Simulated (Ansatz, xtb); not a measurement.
**F2H3InSi: where a starting geometry ends**

The starting geometry of this gas-phase singlet has its atoms placed at random.

```xyz
7

F    -0.4989   -0.5111    2.2057
F     0.9355   -1.4915    1.3680
In    0.6420   -0.5777   -1.3594
Si   -0.9633   -1.2355    0.7209
H    -0.4254    0.2259    0.4991
H    -1.2132   -0.0991    1.3899
H     0.6040    1.0237    0.1873
```

Question: One run relaxed it with r2SCAN-D4/def2-SVP. What is a likely outcome?

Answer: It loosens into F2HInSi + H2, which stay close as a complex. Distances that change by over a tenth: F1–In3 (3.74 → 2.29 Å), F2–In3 (2.89 → 2.29 Å), In3–Si4 (2.71 → 3.27 Å), In3–H7 (2.23 → 2.86 Å), Si4–H6 (1.34 → 1.55 Å). Contacts that open: Si4–H5 (1.57 → 3.05 Å). Contacts that close: F2–Si4 (2.02 → 1.80 Å), H5–H7 (1.34 → 0.77 Å).

The energy falls by 8.85 eV over 28 steps:

```json
{"step": "1", "E − E(last) (eV)": "8.851"}
{"step": "4", "E − E(last) (eV)": "2.532"}
{"step": "7", "E − E(last) (eV)": "1.265"}
{"step": "10", "E − E(last) (eV)": "1.070"}
{"step": "13", "E − E(last) (eV)": "0.772"}
{"step": "16", "E − E(last) (eV)": "0.649"}
{"step": "19", "E − E(last) (eV)": "0.409"}
{"step": "22", "E − E(last) (eV)": "0.036"}
{"step": "25", "E − E(last) (eV)": "0.003"}
{"step": "28", "E − E(last) (eV)": "0.000"}
```

Final geometry (Å):

```xyz
7

F     0.5096   -0.7807    2.0806
F    -0.2783   -1.7739    0.0219
In    1.8121   -0.8639    0.2024
Si   -1.0582   -1.5332    1.6239
H    -0.3929    1.0410    0.1369
H    -1.6622   -0.1709    1.1978
H     0.1506    1.4163   -0.2521
```

From the same start GFN2-xTB ends elsewhere, in pieces: F2HInSi + H2.

From so rough a start the end depends on the optimiser's path, so another program may land elsewhere. No frequencies were run, so the end isn't proven a minimum. Atoms past krypton carry core potentials, without spin–orbit terms. Run with Ansatz 0.2.0, 3.5 min on 1 thread of AMD EPYC (Zen 3), with other jobs on the host.
